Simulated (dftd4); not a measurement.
AlBr$_{3}$ (SMILES [Br][Al]([Br])[Br]), singlet, geometry from GFN2-xTB (such geometries of metal compounds can be far from the true shape); D4 for pbe0 in dftd4.

Input for dftd4:
```
$ dftd4 mol.xyz --func pbe0 --charge 0 --json dftd4.json --noedisp --grad

# file mol.xyz
4

Al    -0.00000000    -0.00000000     0.00000000
Br    -1.79907489    -1.33890033    -0.10448629
Br    -0.01545118     1.98485471    -1.04897808
Br     1.81452607    -0.64595437     1.15346437
```

### Question
Write the output that dftd4 gives for this input, abridged.

### Answer

```
                    ____  _____ _____     ____  _  _
      -------------|  _ \|  ___|_   _|---|  _ \| || |------------
     |             | | | | |_    | | ___ | | | | || |_           |
     |             | |_| |  _|   | ||___|| |_| |__   _|          |
     |             |____/|_|     |_|     |____/   |_|            |
     |             ===================================           |
     |            E. Caldeweyher, S. Ehlert & S. Grimme          |
     |          Mulliken Center for Theoretical Chemistry        |
     |                    University of Bonn                     |
      -----------------------------------------------------------

Rational (Becke-Johnson) damping: pbe0-D4-ATM
---------------------
  s6         1.0000
  s8         1.2007
  s9         1.0000
  a1         0.4009
  a2         5.0293
 alp        16.0000
--------------------

Dispersion energy:      -5.3438733689971E-03 Eh

Gradient norm:           7.8418537243111E-04 Eh/a0
--------------------------------------------------
     #    Z           dE/dx      dE/dy      dE/dz
--------------------------------------------------
     1   13 Al    2.236E-13  2.892E-13 -5.066E-14
     2   35 Br   -3.628E-04 -2.700E-04 -2.107E-05
     3   35 Br   -3.116E-06  4.003E-04 -2.115E-04
     4   35 Br    3.659E-04 -1.303E-04  2.326E-04
--------------------------------------------------

Virial:
--------------------------------------------------
      component           x          y          z
--------------------------------------------------
          x       2.488E-03  4.596E-04  8.754E-04
          y       4.596E-04  2.344E-03 -1.024E-03
          z       8.754E-04 -1.024E-03  9.305E-04
--------------------------------------------------

[Info] Dispersion results written to 'dftd4.txt'
[Info] JSON dump of results written to 'dftd4.json'
```
